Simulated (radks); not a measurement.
All-electron atom: Se4+ in [Ar] 3d10 4s2. All-electron calculation, scalar-relativistic Kohn-Sham, r2SCAN, spin-polarised, spherical densities, finite nucleus; meta-GGA in the generalised Kohn-Sham scheme; Fermi nuclear charge, rms radius 4.14 fm. Program: a radial shooting solver on a logarithmic mesh with Libxc functionals.

Normalised radial functions P(r) = r R(r), r in bohr:

r,3p
0.00282,0.0040
0.003642,0.0065
0.004743,0.0105
0.006127,0.0168
0.007914,0.0267
0.01031,0.0427
0.01331,0.0668
0.0172,0.1030
0.02239,0.1581
0.02892,0.2338
0.03736,0.3346
0.04865,0.4630
0.06284,0.5984
0.08118,0.7140
0.1057,0.7577
0.1365,0.6579
0.1764,0.3618
0.2297,-0.1462
0.2967,-0.7332
0.3863,-1.2312
0.499,-1.4157
0.6446,-1.2528
0.8394,-0.8545
1.084,-0.4515
1.401,-0.1761
1.824,-0.0462
2.356,-0.0082
3.043,-0.0008
3.963,0.0000
5.119,0.0000

3p: eigenvalue -208.34 eV, 1 radial node at r = 0.215 bohr, <r> = 0.588 bohr, 90 % of the charge inside 0.898 bohr.
